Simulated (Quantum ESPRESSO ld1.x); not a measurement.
Results of a calculation; reference values are marked as such.
Problem. Neutral bromine, 35 electrons, occupied as [Ar] 3d9 4s2 4p5 4f1 (not the ground configuration). Code: ld1.x of Quantum ESPRESSO 7.5. Model: scalar-relativistic Kohn-Sham, LDA (Slater exchange, Perdew-Zunger correlation), spin-polarised, spherical densities, point nucleus; open shells are filled with parallel spins first. Some entries of the table are withheld. Estimate them.

orbital,occ.,eigenvalue (hartree),<r^2> (bohr^2)
1s up,1,-489.5490,0.002467
1s down,1,-489.5449,0.002467
2s up,1,-64.6055,0.04249
2s down,1,-64.5632,0.04246
2p up,3,-57.1483,0.03357
2p down,3,-57.1143,0.03354
3s up,1,-9.5798,0.3450
3s down,1,-9.5193,0.3456
3p up,3,-7.2202,0.3642
3p down,3,-7.1600,0.3651
3d up,5,-3.3124,0.4015
3d down,4,-3.2495,0.4038
4s up,1,-1.1756,2.791
4s down,1,-1.1400,2.822
4p up,3,-0.6654,(1)
4p down,2,-0.6343,(2)
5s up,0,-0.1540,24.40
5s down,0,-0.1479,24.93
4d up,0,-0.0874,19.15
4d down,0,-0.0758,21.85
4f up,1,-0.0171,318.7
4f down,0,-0.0116,370.3

Solution. 
(1) 4p up <r^2> (bohr^2): 3.951
(2) 4p down <r^2> (bohr^2): 4.046
